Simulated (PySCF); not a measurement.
Shapes and spin states of ClWN

Computed with PBE0/[W def2-TZVP with ECP60, N def2-TZVP, Cl def2-TZVP], scalar-relativistic core potentials, density fitting, no spin–orbit coupling, PySCF.

Relaxations began from a few typed shapes and spin states; open shells are unrestricted. The search is not exhaustive: other isomers or separated fragments can lie lower, and high-lying points may rest on an excited occupation.

Problem. Which is the lowest minimum found?
A. broken-symmetry Ms = 0 (⟨S²⟩ 0.94) Cs: W–Cl 2.250 Å, W–N 1.650 Å; Cl–W–N 107.2°
B. triplet (⟨S²⟩ 2.45) C∞v: W–Cl 2.379 Å, W–N 1.669 Å; Cl–W–N 180.0°
C. singlet (closed shell, unstable to spin polarisation) C∞v: W–Cl 2.378 Å, W–N 1.706 Å; Cl–W–N 180.0°
D. singlet (closed shell, unstable to spin polarisation) Cs: W–Cl 2.208 Å, W–N 1.647 Å; Cl–W–N 103.7°
E. singlet (closed shell, unstable to spin polarisation) Cs: W–Cl 2.357 Å, W–N 1.675 Å; Cl–W–N 154.5°
F. triplet Cs: W–Cl 2.270 Å, W–N 1.655 Å; Cl–W–N 108.7°

Solution. F. The others lie at 28.4 (broken-symmetry Ms = 0 Cs), 72.2 (singlet Cs), 94.4 (triplet C∞v, a saddle point), 299.6 (singlet Cs), 317.3 (singlet C∞v, a saddle point) kJ/mol above it.

Formally W is in oxidation state +4, d2, with 2 unpaired electrons (the high-spin count). The Mulliken spin on W is 2.32. The polar-tensor charge on W, 1.12, is far below the formal one.

For the lowest minimum: open d and f shells are described by one determinant, and the ground state may have another occupation or spin. With an element this heavy the missing spin–orbit coupling can shift these numbers.

The electron or spin density has lower symmetry than the nuclear frame for the broken-symmetry Ms = 0 (⟨S²⟩ 0.94) Cs at 28.4 kJ/mol.
